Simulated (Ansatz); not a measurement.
Geometry optimisation, Ansatz 0.2.0, RKS B3LYP-D4/def2-SVP.

Input file:

```yaml
crystal:
  periodic: [false, false, false]
  atoms:
    - { symbol: B, position_ang: [0.372515, 0.582325, -0.224224] }
    - { symbol: O, position_ang: [-0.229675, -0.377699, 2.126245] }
    - { symbol: H, position_ang: [-1.181416, -0.507392, 2.000707] }
    - { symbol: Cl, position_ang: [1.636581, -0.589371, -0.560909] }
    - { symbol: Cl, position_ang: [-1.252481, 0.317848, -0.890925] }
    - { symbol: P, position_ang: [0.723554, 2.235268, 0.681543] }
    - { symbol: H, position_ang: [2.096464, 2.412163, 0.35055] }
    - { symbol: H, position_ang: [0.206747, 3.073453, -0.344754] }
    - { symbol: H, position_ang: [-0.166089, 0.542105, 2.475068] }
basis:
  gaussian: { orbitals: def2-SVP }
hamiltonian:
  xc: b3lyp
  dispersion: d4
relax:
  f_tol: 0.03
  max_steps: 50
output:
  orbitals: {}
```

Run as:

```bash
$ ansatz run input.yaml --threads 2 --pin off --max-ram 3072MiB --backend cpu --events-out ev --progress --plain --runs-dir out
```

Problem. Where does it end, and by what steps?

Solution. The run converged. The force dipped under the threshold on the way, but the program's further checks kept it going. After 39 steps the energy has fallen by 0.221 eV; H3 moved furthest, 1.44 Å. Joined: B1–O2 (2.61 → 1.69 Å).

```
step  energy less start (eV)  largest force component (eV/Å)  accepted
   0                  0.0000                           0.731       yes
   2                 -0.0065                           0.308       yes
   4                 -0.0236                           0.337       yes
   6                 -0.0345                           0.254       yes
   8                 -0.0610                           0.469       yes
  10                 -0.1061                           0.621       yes
  12                 -0.0591                           1.404        no
  14                 -0.1693                           0.219       yes
  16                 -0.1827                           0.083       yes
  18                 -0.1859                           0.023       yes
  20                 -0.1871                           0.047       yes
  22                 -0.1881                           0.150       yes
  24                 -0.1909                           0.020       yes
  26                 -0.1666                           1.213        no
  28                 -0.1939                           0.062       yes
  30                 -0.1925                           0.100        no
  32                 -0.1969                           0.176       yes
  34                 -0.2010                           0.217       yes
  36                 -0.2162                           0.087       yes
  38                 -0.2199                           0.225        no
  39                 -0.2209                           0.022       yes
```

```xyz
9
Properties=species:S:1:pos:R:3
B 0.069 0.708 0.308
O -0.110 0.082 1.866
H 0.208 -0.840 1.804
Cl 1.161 -0.573 -0.437
Cl -1.663 0.660 -0.322
P 0.730 2.540 0.561
H 2.121 2.220 0.629
H 0.760 2.845 -0.832
H -1.071 0.047 2.035
```

Whether the end is a true minimum wasn't checked by a vibrational analysis.

The run took 65 s on 2 threads of Intel(R) Xeon(R) 6975P-C (Granite Rapids), on a shared host, peak memory 0.25 GiB.
